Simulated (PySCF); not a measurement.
Dipole response of Au (gold, neutral)

[Xe] 4f14 5d10 6s1, 2S determinant. Calculation: PySCF 2.14, in def2-TZVPPD with the def2 core potential (60 electrons) (6s5p3d2f1g, 59 functions); a scalar-relativistic core potential. Coupled (time-dependent) response in atomic units; α is the mean over directions.

```tsv
method	mean α (bohr³)	C₆ (like pair)	S(−4)
UHF	48.30	391.7	1632
PBE	32.52	258.5	552.6
PBE0	34.28	273.2	643.2
MN15	33.82	271.1	597.1
TPSS	33.04	264.4	567.3
```

S(−4) is the Cauchy moment in α(ω) = α(0) + S(−4) ω² + …

Reference α: 36 ± 3 bohr³ (recommended; Schwerdtfeger and Nagle, table of static dipole polarizabilities (2023 update)). Published C₆: 427.0 (Gould and Bucko (2016)).

Hartree-Fock lies above the reference because it lacks correlation, which contracts the outer shell.

α(iu) at TPSS:

```json
{"u (hartree)": "0", "α(iu) (bohr³)": "33.04"}
{"u (hartree)": "0.0500", "α(iu) (bohr³)": "31.69"}
{"u (hartree)": "0.100", "α(iu) (bohr³)": "28.42"}
{"u (hartree)": "0.200", "α(iu) (bohr³)": "21.00"}
{"u (hartree)": "0.300", "α(iu) (bohr³)": "15.69"}
{"u (hartree)": "0.500", "α(iu) (bohr³)": "10.17"}
{"u (hartree)": "0.750", "α(iu) (bohr³)": "7.186"}
{"u (hartree)": "1.00", "α(iu) (bohr³)": "5.614"}
{"u (hartree)": "1.50", "α(iu) (bohr³)": "3.820"}
{"u (hartree)": "2.00", "α(iu) (bohr³)": "2.756"}
{"u (hartree)": "3.00", "α(iu) (bohr³)": "1.584"}
{"u (hartree)": "5.00", "α(iu) (bohr³)": "0.6904"}
```

Energies and moments cover only the electrons outside the core potential. Spin-orbit coupling, which splits the p, d and f shells strongly at this Z, is absent.
